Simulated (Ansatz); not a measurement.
The cluster ZnBr₂. Charge 0, multiplicity 3. Geometry PBE0-D4/def2-TZVP; atoms count from 1.

```xyz
3

Zn   -1.350    0.048    0.002
Br    0.726    1.436   -0.022
Br    0.624   -1.483    0.020
```

In the triplet, Br2 and Br3 lie 2.92 Å apart (atoms count from 1), so these atoms are partly bonded to each other. At PBE0-D4/def2-TZVP a singlet of charge 0 lies 3.09 eV below the triplet, each at its own geometry. The structure comes from a short search, and lower isomers may exist.

(1) Estimate the Mulliken populations from the PBE0/def2-TZVP orbitals of Ansatz.

(2) Where does the spin sit?

(3) And the Mayer bond orders between bonded heavy atoms (over 0.3)?

Answers

(1) 
| atom | charge (e) | spin (α − β) | d electrons |
| --- | --- | --- | --- |
| Zn1 | 0.32 | 0.86 | 10.05 |
| Br2 | -0.16 | 0.57 | – |
| Br3 | -0.16 | 0.57 | – |
Mulliken values and Mayer orders depend strongly on the basis.

(2) Summed by element: Zn 0.86, Br 1.14, of 2 unpaired in all. Largest on single atoms: Zn1 0.86, Br3 0.57, Br2 0.57.

(3) Zn1–Br2 0.56 (2.50 Å); Zn1–Br3 0.56 (2.50 Å); Br2–Br3 0.48 (2.92 Å).
